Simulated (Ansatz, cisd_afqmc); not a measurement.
System: GaH₂F, charge 0, singlet. GaH2F (SMILES [F][GaH2]).
B3LYP-D3(BJ)/def2-TZVP minimum from Ansatz (a program for electronic structure):
```
Ga
F 1 1.7702
H 1 1.5562 2 113.61
H 1 1.5562 3 132.78 2 -180.00
```
Charge 0, spin multiplicity 1.

Atomisation energy term by term, kcal/mol (programs: Ansatz, cisd_afqmc). UHF or UKS for unpaired electrons; spin-orbit terms are left out. Cores are frozen in correlated methods (noble-gas shells, and filled d and f shells in the p block). No relativity. AFQMC is phaseless with a CISD trial state; ± is one standard error, without the phaseless bias. Outlying blocks are dropped, and bars are widened where a walk drifts. Over all cases where full CI ran beside it in this data, AFQMC minus full CI had a median of +0.1 mEh and passed +0.4 mEh in a tenth of the cases. CBS(X,Y): correlation extrapolated as X^-3, Hartree-Fock from the larger set (Q,5: extrapolated as (X+1)exp(-9√X)). A bracket is a step between two methods taken in the basis named. For partners of very few electrons the exact lower level stands in for a higher one.

```tsv
term	basis	kcal/mol
Hartree-Fock	CBS(cc-pVQZ,cc-pV5Z)	183.23
CCSD correlation	CBS(cc-pVQZ,cc-pV5Z)	65.49
(T)	CBS(cc-pVQZ,cc-pV5Z)	3.71
CCSDT(Q) - CCSD(T)	cc-pVQZ	0.03
CCSDTQ - CCSDT(Q)	cc-pVDZ	-0.04
sum: De		252.4
```

The step beyond CCSD(T) by other levels: CCSDTQ in cc-pVDZ 0.33; AFQMC/CISD in cc-pVDZ 0.36 ± 0.19; CCSDT(Q) in cc-pVDZ 0.38; CCSDT(Q) in cc-pVTZ 0.07 kcal/mol.
